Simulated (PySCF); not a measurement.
Ti⁺: ionisation energy

Ti⁺ [Ar] 3d2 4s1 (4F) → Ti²⁺ [Ar] 3d2 (3F), as a difference of total energies. Computed with PySCF 2.14 in x2c-TZVPPall, with scalar relativity by spin-free X2C-1e. Correlated levels: valence and next inner shell: [Ne] frozen. The calculations carry no spin-orbit coupling.

```
                                method  ionisation energy (eV)
                                   UHF                  12.941
    MP2 (valence and next inner shell)                  13.547
SCS-MP2 (valence and next inner shell)                  13.379
   CCSD (valence and next inner shell)                  13.530
CCSD(T) (valence and next inner shell)                  13.566
```

How much does correlation contribute at CCSD(T) (valence and next inner shell)?

13.566 − (12.941) = 0.625 eV, measured against UHF.

Errors of the correlated levels include the incompleteness of this basis and the frozen core.

For comparison: 13.575 eV (measured; NIST Atomic Spectra Database, ionization energies).
